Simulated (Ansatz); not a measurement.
Reaction (isomerisation): `N=[C](S)[GeH3]` → `[NH2][GeH2][CH]=S`

Isolated molecules relaxed with PBE0-D4/def2-TZVP in Ansatz; ΔE leaves out vibrations. CCSD(T)/CBS is the MP2 limit (def2-TZVPP, def2-QZVPP) plus CCSD(T) − MP2 in def2-TZVPP, frozen cores. Functionals use def2-TZVPP. For Ge outer-core shells are correlated without core-valence functions, which leaves a few kJ/mol of doubt a bond. Scalar relativity is left out up to krypton. Each species was taken in one conformer, which may not be the lowest.

`N=[C](S)[GeH3]`:

Cartesian coordinates in Å:
```
N -0.293 0.787 -1.666
C 0.172 0.081 -0.727
S 1.511 -1.065 -0.945
Ge -0.652 0.239 1.058
H 0.179 0.641 -2.561
H 1.615 -1.466 0.332
H -1.642 1.404 1.037
H -1.355 -1.088 1.383
H 0.464 0.468 2.090
```

`[NH2][GeH2][CH]=S`:

Z-matrix (Å, degrees):
```
Ge
C 1 1.973
N 1 1.839 2 112.5
H 1 1.539 2 108.9 3 117.6
H 1 1.532 2 107.1 3 -119.3
S 2 1.609 1 123.8 3 116.3
H 2 1.095 1 117.4 3 -61.9
H 3 1.011 1 114.6 2 -56.9
H 3 1.010 1 114.9 2 70.4
```

CCSD(T)/CBS gives -7.4 kcal/mol.

Another level gave -4.4 kcal/mol. Which?
A. r2SCAN/def2-TZVPP
B. HF/def2-TZVPP
C. B2PLYP/def2-TZVPP
D. ωB97X-V/def2-TZVPP

D. ωB97X-V -4.4, HF/def2-TZVPP -7.4, r2SCAN -2.8, B2PLYP -6.2 kcal/mol.

Largest T1 diagnostic among the species: 0.014.

From PBE to PBE0 (25 % exact exchange), in def2-TZVPP and without D4, ΔE moves by −1.6 kcal/mol.
